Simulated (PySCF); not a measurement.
Ga(Cl)3 cation (Cl3Ga), SMILES [Cl][Ga]([Cl])[Cl] (connectivity only; charge and spin as stated), charge +1, multiplicity 2.

Geometry: B3LYP-D3(BJ)/def2-SVP. The spin state was assumed, not searched. The isomer is the one that the SMILES or the coordinates give; other isomers of the formula were not compared.

All values below come from PySCF 2.14.0 with B3LYP-D3(BJ)/def2-SVP.

Frequencies are harmonic and unscaled.

```tsv
mode	ν (cm⁻¹)	IR (km/mol)	moving atoms (share of kinetic energy)
1	83	2.6	Cl 64 %, Ga 36 %
2	106	6.9	Ga 59 %, Cl 41 %
3	152	4.4	Cl 89 %, Ga 11 %
4	295	2.4	Cl 76 %, Ga 24 %
5	357	1.6	Cl 98 %
6	525	56.7	Cl 52 %, Ga 48 %
```
